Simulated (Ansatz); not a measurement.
Results of the Gaussian-basis code of Ansatz.

A structure relaxed at PBE0-D4/def2-TZVP, charge 0, multiplicity 1:

```xyz
10

Ga    0.0825   -1.5873    0.8996
C    -0.3255    0.3219    0.7010
Ge    0.1272    1.0003   -1.0798
H    -0.9991   -2.6611    0.5184
H     1.5023   -2.0343    1.4024
H     0.2415    0.9130    1.4242
H    -1.3919    0.5050    0.8531
H    -0.6635    0.2366   -2.1595
H     1.6300    0.8065   -1.3595
H    -0.2034    2.4995   -1.1998
```

Task: Give its formula and SMILES.

Result: CH7GaGe, `[GaH2][CH2][GeH3]`.

Task: Point group (tolerance 0.08 Å, 0.16 Å for H)?

Result: Cs.

Task: Summarise the bond lengths by kind.

Result: 1 × C–Ga 1.962 Å; 2 × Ga–H 1.571 Å; 1 × C–Ge 1.959 Å; 2 × C–H 1.093 Å; 3 × Ge–H 1.540 to 1.541 Å.
